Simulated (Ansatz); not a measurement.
Cu2 (SMILES [Cu][Cu]), singlet, at a GFN2-xTB geometry (such geometries of metal compounds can be far from the true shape); PBE0/6-31G** run with Ansatz (a quantum-chemistry and plane-wave program).

Input for Ansatz:
Ansatz 0.2 input:
```yaml
crystal:
  periodic: [false, false, false]
  atoms:
    - {symbol: Cu, position_ang: [-0.00000000, -0.00000000, -1.11239335]}
    - {symbol: Cu, position_ang: [0.00000000, 0.00000000, 1.11239335]}
basis:
  gaussian:
    orbitals: 6-31G__.json
hamiltonian:
  xc: pbe0
```
The basis file holds 6-31G** in the JSON format of the Basis Set Exchange.

Problem. Write the output that Ansatz gives for this input, abridged.

Solution. 
```
Functional definition: PBE0
656 factors; integrals over basis functions are off by at most 8.7e-4 eV
mean field evaluation 1: about -89241.7518 eV, gradient 7.8e1 eV
mean field evaluation 2: about -88297.2455 eV, gradient 6.1e2 eV
mean field evaluation 4: about -89248.4680 eV, gradient 1.3e1 eV
mean field evaluation 8: about -89248.7215 eV, gradient 3.8e-1 eV
mean field evaluation 16: about -89248.7219 eV, gradient 1.5e-4 eV
mean field -89248.72189627 eV, -3279.8300347316 hartree, gradient 6.8e-6 eV, S^2 0.000000; 0 other end points of the search recorded, 0 dependent functions left out
reference -89248.72191725 eV, -3279.8300355024 hartree; 29, 29 occupied and 43, 43 virtual orbitals, 656 factors
Total energy: -89248.72191725 eV, -3279.8300355024 hartree
```
